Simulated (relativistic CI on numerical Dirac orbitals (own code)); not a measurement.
Mo⁵⁺: L2,3 absorption edge

Computed with this model: Dirac-Coulomb-Breit CI, orbitals from a KLI potential per configuration, QED by a radiative potential, valence Slater integrals scaled by 0.8, multiplet model of core-to-valence dipole absorption; configurations [Kr] 4d → [He] 2s2 2p5 3s2 3p6 3d10 4s2 4p6 4d2; 300 K; Lorentzian 1.6 eV and Gaussian 0.5 eV FWHM. Energies are those of the free ion, without screening or charge transfer. The branching ratio is the share of the lower-energy edge in the whole absorption, uncertain by about 0.02 where the edges overlap. S is read from ⟨S²⟩ = S(S + 1).

Field parameters in Wybourne normalisation: Td as Oh with Dq negative (B⁴₀ = 21Dq, B⁴₄ = √(5/14) B⁴₀). The field is a parameter set, without covalency.

free ion: ground-state S = 0.50, centroid 2559.77 eV, branching ratio 0.733. Peaks (eV, height): 2532.2 (100), 2635.5 (29).

Td, 10Dq = -3800 cm⁻¹: ground-state S = 0.50, centroid 2562.56 eV, branching ratio 0.707. Peaks (eV, height): 2532.2 (100), 2636.2 (33).

Td, 10Dq = -8550 cm⁻¹: ground-state S = 0.50, centroid 2564.14 eV, branching ratio 0.692. Peaks (eV, height): 2532.2 (100), 2636.0 (37).

Td, 10Dq = -18050 cm⁻¹: ground-state S = 0.50, centroid 2564.95 eV, branching ratio 0.685. Peaks (eV, height): 2532.5 (100), 2637.0 (36).

The statistical ratio of this edge is 2/3 = 0.667. Values above it arise where the holes sit mainly in the j = l + 1/2 valence subshell or the ground state has high spin; values below it where core-valence Coulomb terms move weight to the upper edge, as in nearly empty shells. At deep edges of heavy elements the radial integrals of the two core levels differ, which raises the baseline.

Strongest unbroadened transitions for free ion:

```csv
Energy (eV),Relative strength
2530.12,6.9
2530.48,23.7
2530.84,12.4
2531.16,2.8
2531.21,6.3
2531.55,5.1
2531.89,45.0
2532.24,5.2
2532.38,100.0
2532.53,44.8
2634.81,11.5
2635.39,33.3
2636.46,21.0
2636.48,2.4
2636.61,10.2
2636.70,4.7
2637.05,3.2
2640.08,5.4
```
